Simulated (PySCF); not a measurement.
C₂H₉ClOSi₂, SMILES CCO[SiH2][SiH2]Cl.

Coordinates come from a B3LYP-D3(BJ)/def2-SVP optimisation. This is a generated structure with no PubChem entry under its InChIKey; it may be hypothetical. Other conformers were not sampled.

Level of theory: r2SCAN/def2-TZVP in PySCF.

Computed frontier levels, gap, dipole moment and polarisability:
```yaml
highest_occupied_level: -7.05 eV
lowest_empty_level: -1.39 eV
orbital_gap: 5.66 eV
dipole_moment: 2.34 D
quadrupole, principal values (traceless, Buckingham form, about the centre of nuclear charge): -3.28, -0.23, 3.51 D·Å
mean_static_polarisability: 96.4 bohr³ (14.29 Å³)
polarisability_principal_values: 79.2, 89.9, 120.2 bohr³
```
